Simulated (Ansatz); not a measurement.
Ansatz (a program for electronic structure) input for Be(NMe2)(SeH) (C2H7BeNSe), SMILES [N]([Be][SeH])(C)C, PBE-D3(BJ)/def2-SVP. 

Ansatz 0.2 input:
```yaml
crystal:
  periodic: [false, false, false]
  atoms:
    - {symbol: Be, position_ang: [-0.27898902, -0.00571877, -0.00000000]}
    - {symbol: N, position_ang: [-1.78106807, -0.00224273, -0.00000000]}
    - {symbol: C, position_ang: [-2.58221211, 0.00245052, -1.20994905]}
    - {symbol: C, position_ang: [-2.58221210, 0.00245052, 1.20994906]}
    - {symbol: H, position_ang: [-3.24307194, -0.88466146, -1.26507122]}
    - {symbol: H, position_ang: [-3.22948032, 0.89946617, -1.26782072]}
    - {symbol: H, position_ang: [-1.94044403, -0.00404395, -2.10591964]}
    - {symbol: H, position_ang: [-3.22948033, 0.89946617, 1.26782071]}
    - {symbol: H, position_ang: [-3.24307194, -0.88466146, 1.26507123]}
    - {symbol: H, position_ang: [-1.94044402, -0.00404394, 2.10591963]}
    - {symbol: Se, position_ang: [1.75177997, -0.04223280, -0.00000000]}
    - {symbol: H, position_ang: [1.83545154, 1.42356173, -0.00000001]}
basis:
  gaussian:
    orbitals: def2-SVP
hamiltonian:
  xc: pbe
  dispersion: d3bj
relax: {f_tol: 0.002, max_steps: 200}
```

It prints:

```
WARN ansatz: RAYON_NUM_THREADS=1 ignored (pool sized by the plan → 1); use --threads N
Functional definition: PBE
integrals: 0.06 GiB planned
1374 factors; their error is unknown
mean field: 0.34 GiB planned
mean field evaluation 1: about -69393.2279 eV, gradient 6.6e1 eV
mean field evaluation 2: about -69341.7398 eV, gradient 1.5e2 eV
mean field evaluation 4: about -69403.9819 eV, gradient 1.3e1 eV
mean field evaluation 8: about -69404.3184 eV, gradient 2.0e-1 eV
mean field evaluation 16: about -69404.1735 eV, gradient 2.9e-4 eV
mean field -69404.17345575 eV, -2550.5563306603 hartree, gradient 5.2e-5 eV, S^2 0.000000; 0 other end points of the search recorded, 0 dependent functions left out
the calculation of the forces begins
reference -69404.17349503 eV, -2550.5563321039 hartree; 32, 32 occupied and 86, 86 virtual orbitals, 1374 factors
relax step   1: F+E_penalty+E_count = -69404.42108064 eV  Δ(F+E_penalty+E_count) = +0.000e0 eV  max|allowed force component| = 4.206e-1 eV/Å  Δτ_max = 0.0000 Å  (31 SCF iters, accepted)
these checks for a lower state are left out or cut short: starts, cluster_reference, orbital_swaps, neighbouring_geometries, increment
integrals: 0.06 GiB planned
1374 factors; their error is unknown
mean field: 0.34 GiB planned
mean field -69404.18546477 eV, -2550.5567719837 hartree, gradient 5.8e-6 eV, S^2 0.000000; 0 other end points of the search recorded, 0 dependent functions left out
the calculation of the forces begins
reference -69404.18550404 eV, -2550.5567734268 hartree; 32, 32 occupied and 86, 86 virtual orbitals, 1374 factors
relax step   2: F+E_penalty+E_count = -69404.43236907 eV  Δ(F+E_penalty+E_count) = -1.129e-2 eV  max|allowed force component| = 8.535e-2 eV/Å  Δτ_max = 0.0137 Å  (34 SCF iters, accepted)
these checks for a lower state are left out or cut short: starts, cluster_reference, orbital_swaps, neighbouring_geometries, increment
integrals: 0.06 GiB planned
1374 factors; their error is unknown
mean field: 0.34 GiB planned
mean field evaluation 32: about -69404.1868 eV, gradient 1.3e-4 eV
mean field -69404.18682152 eV, -2550.5568218433 hartree, gradient 5.8e-6 eV, S^2 0.000000; 0 other end points of the search recorded, 0 dependent functions left out
the calculation of the forces begins
reference -69404.18686078 eV, -2550.5568232861 hartree; 32, 32 occupied and 86, 86 virtual orbitals, 1374 factors
relax step   3: F+E_penalty+E_count = -69404.43338846 eV  Δ(F+E_penalty+E_count) = -1.019e-3 eV  max|allowed force component| = 2.927e-2 eV/Å  Δτ_max = 0.0054 Å  (34 SCF iters, accepted)
these checks for a lower state are left out or cut short: starts, cluster_reference, orbital_swaps, neighbouring_geometries, increment
integrals: 0.06 GiB planned
1374 factors; their error is unknown
mean field: 0.34 GiB planned
mean field -69404.18679414 eV, -2550.5568208373 hartree, gradient 9.8e-6 eV, S^2 0.000000; 0 other end points of the search recorded, 0 dependent functions left out
the calculation of the forces begins
reference -69404.18683340 eV, -2550.5568222800 hartree; 32, 32 occupied and 86, 86 virtual orbitals, 1374 factors
relax step   4: F+E_penalty+E_count = -69404.43339293 eV  Δ(F+E_penalty+E_count) = -4.468e-6 eV  max|allowed force component| = 1.260e-2 eV/Å  Δτ_max = 0.0017 Å  (23 SCF iters, accepted)
these checks for a lower state are left out or cut short: starts, cluster_reference, orbital_swaps, neighbouring_geometries, increment
integrals: 0.06 GiB planned
1374 factors; their error is unknown
mean field: 0.34 GiB planned
mean field -69404.18684064 eV, -2550.5568225459 hartree, gradient 2.2e-5 eV, S^2 0.000000; 0 other end points of the search recorded, 0 dependent functions left out
the calculation of the forces begins
reference -69404.18687989 eV, -2550.5568239886 hartree; 32, 32 occupied and 86, 86 virtual orbitals, 1374 factors
relax step   5: F+E_penalty+E_count = -69404.43340638 eV  Δ(F+E_penalty+E_count) = -1.346e-5 eV  max|allowed force component| = 1.191e-3 eV/Å  Δτ_max = 0.0018 Å  (22 SCF iters, accepted)
integrals: 0.06 GiB planned
1374 factors; their error is unknown
mean field: 0.34 GiB planned
mean field evaluation 64: about -69404.1868 eV, gradient 2.3e-2 eV
mean field -69404.18684064 eV, -2550.5568225459 hartree, gradient 2.2e-5 eV, S^2 0.000000; 1 other end points of the search recorded, 0 dependent functions left out
the calculation of the forces begins
reference -69404.18687989 eV, -2550.5568239886 hartree; 32, 32 occupied and 86, 86 virtual orbitals, 1374 factors
Total energy: -69404.43344564 eV, -2550.5658851127 hartree
Atom 0 at    -0.272142     0.000673    -0.000000 Å, force     0.000210     0.001093    -0.000000 eV/Å
Atom 1 at    -1.782195    -0.000165     0.000000 Å, force     0.001191     0.000203    -0.000000 eV/Å
Atom 2 at    -2.582457     0.002416    -1.211959 Å, force     0.000004    -0.000148    -0.001119 eV/Å
Atom 3 at    -2.582457     0.002416     1.211959 Å, force     0.000004    -0.000148     0.001119 eV/Å
Atom 4 at    -3.249474    -0.891291    -1.270241 Å, force     0.000080    -0.000009     0.000053 eV/Å
Atom 5 at    -3.240413     0.902735    -1.273161 Å, force    -0.000077    -0.000250     0.000166 eV/Å
Atom 6 at    -1.937014    -0.002459    -2.114154 Å, force    -0.000604     0.000056    -0.000421 eV/Å
Atom 7 at    -3.240413     0.902735     1.273161 Å, force    -0.000077    -0.000250    -0.000166 eV/Å
Atom 8 at    -3.249474    -0.891291     1.270241 Å, force     0.000080    -0.000009    -0.000053 eV/Å
Atom 9 at    -1.937014    -0.002459     2.114154 Å, force    -0.000604     0.000056     0.000421 eV/Å
Atom 10 at     1.766444    -0.054350    -0.000000 Å, force    -0.000691     0.000081    -0.000000 eV/Å
Atom 11 at     1.843366     1.430830    -0.000000 Å, force     0.000483    -0.000678    -0.000000 eV/Å
Dipole moment:    -0.364723     0.124991    -0.000000 e Å
```

The run converged.

Cost: about 21 core-seconds (a rough figure).
